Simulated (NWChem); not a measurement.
System: GeIF₃; SMILES [F][Ge]([F])([F])[I]

NWChem input:

```
start job
memory heap 200 mb stack 900 mb global 1100 mb
geometry units angstroms noautosym nocenter noautoz
  F     -1.205182    -1.025502     1.671561
  Ge     0.000000     0.000000     1.020653
  F     -0.285520     1.556470     1.671561
  F      1.490702    -0.530967     1.671561
  I      0.000000     0.000000    -1.427077
end
basis spherical
  * library def2-svpd
end
ecp
  I library def2-ecp
end
dft
  xc b3lyp
  iterations 150
end
tddft
  cis
  nroots 6
  notriplet
end
task tddft energy
```

Excerpt of the output:

```
             Northwest Computational Chemistry Package (NWChem) 7.3.0
             --------------------------------------------------------

                             Geometry "geometry" -> ""
                             -------------------------

 Output coordinates in angstroms (scale by  1.889725989 to convert to a.u.)

  No.       Tag          Charge          X              Y              Z
 ---- ---------------- ---------- -------------- -------------- --------------
    1 F                    9.0000    -1.20518200    -1.02550200     1.67156100
    2 Ge                  32.0000     0.00000000     0.00000000     1.02065300
    3 F                    9.0000    -0.28552000     1.55647000     1.67156100
    4 F                    9.0000     1.49070200    -0.53096700     1.67156100
    5 I                   53.0000     0.00000000     0.00000000    -1.42707700

 Effective nuclear repulsion energy (a.u.)     898.4243366407

                                 NWChem DFT Module
                                 -----------------

 Summary of "ao basis" -> "ao basis" (spherical)
 ------------------------------------------------------------------------------
       Tag                 Description            Shells   Functions and Types
 ---------------- ------------------------------  ------  ---------------------
 F                         def2-svpd                 9       23   4s3p2d
 Ge                        def2-svpd                14       38   6s4p4d
 I                         def2-svpd                13       35   5s5p3d

            General Information
            -------------------
          SCF calculation type: DFT
          Wavefunction type:  closed shell.
          No. of atoms     :     5
          No. of electrons :    84
           Alpha electrons :    42
            Beta electrons :    42
          Charge           :     0
          Spin multiplicity:     1
          Use of symmetry is: off; symmetry adaption is: off
          Maximum number of iterations: 150
          AO basis - number of functions:   142
                     number of shells:    54
          Convergence on energy requested:  1.00D-06
          Convergence on density requested:  1.00D-05
          Convergence on gradient requested:  5.00D-04

              XC Information
              --------------
                         B3LYP Method XC Potential
                     Hartree-Fock (Exact) Exchange  0.200
                        Slater Exchange Functional  0.800 local
                    Becke 1988 Exchange Functional  0.720 non-local
              Lee-Yang-Parr Correlation Functional  0.810
                  VWN I RPA Correlation Functional  0.190 local

             Grid Information
             ----------------
          Grid used for XC integration:  medium
          Radial quadrature: Mura-Knowles
          Angular quadrature: Lebedev.
          Tag              B.-S. Rad. Rad. Pts. Rad. Cut. Ang. Pts.
          ---              ---------- --------- --------- ---------
          F                   0.50       49          13.0       434
          Ge                  1.25      112          13.0       590
          I                   1.40      123          12.0       590
          Grid pruning is: on
          Number of quadrature shells:   382
          Spatial weights used:  Erf1

      Superposition of Atomic Density Guess
      -------------------------------------

 Sum of atomic energies:       -2720.06200176

      Non-variational initial energy
      ------------------------------

 Total energy =   -2670.171816
 1-e energy   =   -5006.732486
 2-e energy   =    1746.825110
 HOMO         =      -0.366015
 LUMO         =      -0.054377

   convergence    iter        energy       DeltaE   RMS-Dens  Diis-err
 ---------------- ----- ----------------- --------- --------- ---------
 d= 0,ls=0.0,diis     1  -2673.8905576372 -3.26D+03  2.25D-02  1.28D+00
 d= 0,ls=0.0,diis     2  -2673.7067898731  1.84D-01  1.01D-02  3.81D+00
 d= 0,ls=0.0,diis     3  -2674.0416444284 -3.35D-01  1.41D-03  2.90D-02
 d= 0,ls=0.0,diis     4  -2674.0431732886 -1.53D-03  7.34D-04  4.84D-03
 d= 0,ls=0.0,diis     5  -2674.0437587759 -5.85D-04  2.42D-04  1.00D-03
  Resetting Diis
 d= 0,ls=0.0,diis     6  -2674.0439169339 -1.58D-04  3.50D-05  1.69D-05
 d= 0,ls=0.0,diis     7  -2674.0439180961 -1.16D-06  7.56D-06  5.61D-07
 d= 0,ls=0.0,diis     8  -2674.0439181063 -1.02D-08  3.30D-06  4.40D-07

         Total DFT energy =    -2674.043918106255
      One electron energy =    -5003.948256389719
           Coulomb energy =     1873.063050112373
    Exchange-Corr. energy =     -132.894271741504
 Nuclear repulsion energy =      589.735559912595

 Numeric. integr. density =       83.999997494418

                       DFT Final Molecular Orbital Analysis
                       ------------------------------------

 Vector   40  Occ=2.000000D+00  E=-4.005182D-01
              MO Center=  1.2D-06,  4.6D-07, -1.6D-01, r^2= 4.3D+00
   Bfn.  Coefficient  Atom+Function         Bfn.  Coefficient  Atom+Function
  ----- ------------  ---------------      ----- ------------  ---------------
   121      0.452467  5 I  pz               124      0.291213  5 I  pz
     7     -0.231933  1 F  pz                68     -0.231933  3 F  pz
    91     -0.231934  4 F  pz                27      0.207288  2 Ge s
    38     -0.203585  2 Ge pz               118     -0.181504  5 I  pz
    10      0.151879  1 F  pz                71      0.151879  3 F  pz

 Vector   41  Occ=2.000000D+00  E=-3.216076D-01
              MO Center= -2.2D-03,  3.1D-03, -1.3D+00, r^2= 2.2D+00
   Bfn.  Coefficient  Atom+Function         Bfn.  Coefficient  Atom+Function
  ----- ------------  ---------------      ----- ------------  ---------------
   120      0.621921  5 I  py               123      0.494504  5 I  py
   117     -0.247479  5 I  py               114     -0.200603  5 I  py
    40      0.085385  2 Ge py                68     -0.074889  3 F  pz
    71      0.058819  3 F  pz                53     -0.056906  2 Ge d -1
     7      0.051902  1 F  pz                10     -0.040765  1 F  pz

 Vector   42  Occ=2.000000D+00  E=-3.216076D-01
              MO Center=  2.2D-03, -3.1D-03, -1.3D+00, r^2= 2.2D+00
   Bfn.  Coefficient  Atom+Function         Bfn.  Coefficient  Atom+Function
  ----- ------------  ---------------      ----- ------------  ---------------
   119      0.621922  5 I  px               122      0.494503  5 I  px
   116     -0.247479  5 I  px               113     -0.200603  5 I  px
    39      0.085384  2 Ge px                91     -0.073203  4 F  pz
    94      0.057495  4 F  pz                55      0.056906  2 Ge d  1
     7      0.056508  1 F  pz                10     -0.044383  1 F  pz

 Vector   43  Occ=0.000000D+00  E=-1.095880D-01
              MO Center= -8.5D-07,  1.5D-06, -2.4D-01, r^2= 4.9D+00
   Bfn.  Coefficient  Atom+Function         Bfn.  Coefficient  Atom+Function
  ----- ------------  ---------------      ----- ------------  ---------------
    28      0.954084  2 Ge s                 27      0.783650  2 Ge s
   124     -0.483436  5 I  pz                26     -0.400721  2 Ge s
   121     -0.393988  5 I  pz               110     -0.276480  5 I  s
   111     -0.258441  5 I  s                 29      0.240991  2 Ge s
     4     -0.221679  1 F  s                 65     -0.221678  3 F  s

 Vector   44  Occ=0.000000D+00  E=-2.256607D-03
              MO Center=  1.4D-04,  1.3D-01,  8.8D-02, r^2= 5.0D+00
   Bfn.  Coefficient  Atom+Function         Bfn.  Coefficient  Atom+Function
  ----- ------------  ---------------      ----- ------------  ---------------
    39      0.755509  2 Ge px                36      0.386358  2 Ge px
   141     -0.348445  5 I  d  1               4      0.338031  1 F  s
    88     -0.304231  4 F  s                 95      0.234609  4 F  px
    40      0.211125  2 Ge py                12      0.207641  1 F  py
    11      0.204859  1 F  px               122     -0.182914  5 I  px

[...]

                                NWChem TDDFT Module
                                -------------------

            General Information
            -------------------
           No. of orbitals :     284
            Alpha orbitals :     142
             Beta orbitals :     142
        Alpha frozen cores :       0
         Beta frozen cores :       0
     Alpha frozen virtuals :       0
      Beta frozen virtuals :       0
         Spin multiplicity :       1
    Number of AO functions :     142
        Use of symmetry is : off
      Symmetry adaption is : off
         Schwarz screening :  0.10D-07

              XC Information
              --------------
                  B3LYP Method XC Potential
              Hartree-Fock (Exact) Exchange   0.20
                 Slater Exchange Functional   0.80 local
             Becke 1988 Exchange Functional   0.72 non-local
       Lee-Yang-Parr Correlation Functional   0.81
           VWN I RPA Correlation Functional   0.19 local

             TDDFT Information
             -----------------
          Calculation type : Tamm-Dancoff TDDFT
         Wavefunction type : Restricted singlets
          No. of electrons :      84
           Alpha electrons :      42
            Beta electrons :      42
              No. of roots :       6
          Max subspacesize :    5200
            Max iterations :     100
               Target root :       1
           Target symmetry : none
      Symmetry restriction : off
                 Algorithm : Optimal
        Davidson threshold :  0.10D-03

    6 smallest eigenvalue differences (eV)
--------------------------------------------------------
  No. Spin  Occ  Vir  Irrep   E(Occ)    E(Vir)   E(Diff)
--------------------------------------------------------
    1    1   42   43 a        -0.322    -0.110     5.769
    2    1   41   43 a        -0.322    -0.110     5.769
    3    1   40   43 a        -0.401    -0.110     7.917
    4    1   42   44 a        -0.322    -0.002     8.690
    5    1   41   44 a        -0.322    -0.002     8.690
    6    1   42   45 a        -0.322    -0.002     8.690
--------------------------------------------------------

  Entering Davidson iterations
  Restricted singlet excited states

  Iter   NTrls   NConv    DeltaV     DeltaE      Time
  ----  ------  ------  ---------  ---------  ---------
    1      6       0     0.17E+00   0.10+100       43.7
    2     12       0     0.52E-01   0.47E-01       43.9
    3     18       0     0.19E-01   0.45E-01       43.7
    4     24       0     0.13E-01   0.12E-02       43.9
    5     30       2     0.55E-02   0.19E-03       43.7
    6     34       2     0.19E-02   0.63E-04       38.8
    7     38       2     0.90E-03   0.83E-05       38.6
    8     42       4     0.25E-03   0.11E-05       38.8
    9     44       6     0.77E-04   0.67E-07       34.8
  ----  ------  ------  ---------  ---------  ---------
  Convergence criterion met

  Ground state a       -2674.043918106255 a.u.

  ----------------------------------------------------------------------------
  Root   1 singlet a              0.173429206 a.u.                4.7193 eV
  ----------------------------------------------------------------------------
     Transition Moments    X -0.21907   Y -0.00449   Z -0.00000
     Dipole Oscillator Strength                    0.0055508894
     Electric Quadrupole                           0.0000000098
     Magnetic Dipole                               0.0000000303
     Total Oscillator Strength                     0.0055509296

     Occ.   41  a   ---  Virt.   43  a        0.05821
     Occ.   42  a   ---  Virt.   43  a        0.99592
  ----------------------------------------------------------------------------
  Root   2 singlet a              0.173429262 a.u.                4.7193 eV
  ----------------------------------------------------------------------------
     Transition Moments    X -0.00448   Y  0.21906   Z -0.00001
     Dipole Oscillator Strength                    0.0055507367
     Electric Quadrupole                           0.0000000098
     Magnetic Dipole                               0.0000000303
     Total Oscillator Strength                     0.0055507769

     Occ.   41  a   ---  Virt.   43  a       -0.99592
     Occ.   42  a   ---  Virt.   43  a        0.05821
  ----------------------------------------------------------------------------
  Root   3 singlet a              0.266960580 a.u.                7.2644 eV
  ----------------------------------------------------------------------------
     Transition Moments    X -0.00000   Y -0.00001   Z  0.76070
     Dipole Oscillator Strength                    0.1029863849
     Electric Quadrupole                           0.0000000000
     Magnetic Dipole                               0.0000000000
     Total Oscillator Strength                     0.1029863849

     Occ.   40  a   ---  Virt.   43  a       -0.79393
     Occ.   41  a   ---  Virt.   44  a        0.12916
     Occ.   41  a   ---  Virt.   45  a        0.40262
     Occ.   42  a   ---  Virt.   44  a        0.40264
     Occ.   42  a   ---  Virt.   45  a       -0.12916
  ----------------------------------------------------------------------------
  Root   4 singlet a              0.275413122 a.u.                7.4944 eV
  ----------------------------------------------------------------------------
     Transition Moments    X  0.00002   Y -0.00007   Z  0.00000
     Dipole Oscillator Strength                    0.0000000009
     Electric Quadrupole                           0.0000000000
     Magnetic Dipole                               0.0000000329
     Total Oscillator Strength                     0.0000000339

     Occ.   39  a   ---  Virt.   43  a        0.07068
     Occ.   41  a   ---  Virt.   44  a       -0.67009
     Occ.   41  a   ---  Virt.   45  a        0.21491
     Occ.   42  a   ---  Virt.   44  a        0.21496
     Occ.   42  a   ---  Virt.   45  a        0.66998
  ----------------------------------------------------------------------------
  Root   5 singlet a              0.277664983 a.u.                7.5557 eV
  ----------------------------------------------------------------------------
     Transition Moments    X -0.01041   Y  0.00664   Z  0.00007
     Dipole Oscillator Strength                    0.0000282163
     Electric Quadrupole                           0.0000000018
     Magnetic Dipole                               0.0000000153
     Total Oscillator Strength                     0.0000282334

     Occ.   41  a   ---  Virt.   44  a        0.44337
     Occ.   41  a   ---  Virt.   45  a        0.54406
     Occ.   42  a   ---  Virt.   44  a       -0.54402
     Occ.   42  a   ---  Virt.   45  a        0.44346
     Occ.   42  a   ---  Virt.   46  a       -0.06616
  ----------------------------------------------------------------------------
  Root   6 singlet a              0.277665277 a.u.                7.5557 eV
  ----------------------------------------------------------------------------
     Transition Moments    X  0.00686   Y  0.01033   Z  0.00005
     Dipole Oscillator Strength                    0.0000284792
     Electric Quadrupole                           0.0000000018
     Magnetic Dipole                               0.0000000153
     Total Oscillator Strength                     0.0000284963

     Occ.   41  a   ---  Virt.   44  a       -0.54401
     Occ.   41  a   ---  Virt.   45  a        0.44341
     Occ.   41  a   ---  Virt.   46  a        0.06614
     Occ.   42  a   ---  Virt.   44  a       -0.44342
     Occ.   42  a   ---  Virt.   45  a       -0.54406

              Target root =      1
          Target symmetry = none
      Ground state energy =  -2674.043918106255
        Excitation energy =      0.173429206164
     Excited state energy =  -2673.870488900091

  stored tddft:energy   -2673.8704889000905
```

Level: B3LYP/def2-SVPD with def2 effective core potentials on I, TDA. Structure relaxed at the PBE0/def2-SVP level. Not confirmed as a minimum by frequencies. B3LYP is NWChem's, with the RPA form of VWN correlation. def2 effective core potentials on I; no spin-orbit coupling.
